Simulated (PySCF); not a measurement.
Stepwise substitution at one centre (Al CH3-I). Gas-phase values, no solvent. Strings in code marks are SMILES.

All values below come from PBE0-D3(BJ)/def2-TZVP run with PySCF 2.14.0. All candidates: neutral, multiplicity 1. Excitations are Tamm–Dancoff values on a coarser integration grid. The basis has no diffuse functions, so Rydberg states are missing or too high.

```yaml
HOMO–LUMO gap: 6.13 eV
S1 excitation (TDA): 4.88 eV
brightest of the four lowest singlets (TDA): 5.53 eV
```

Problem. Say which member has these values.
(A) `[CH3][Al]([I])[I]`
(B) `[CH3][Al]([CH3])[CH3]`
(C) `[CH3][Al]([CH3])[I]`

Solution. A, `[CH3][Al]([I])[I]`. The others give `[CH3][Al]([CH3])[CH3]`: 7.18 eV, 5.68 eV, 6.76 eV; `[CH3][Al]([CH3])[I]`: 6.35 eV, 5.04 eV, 6.02 eV
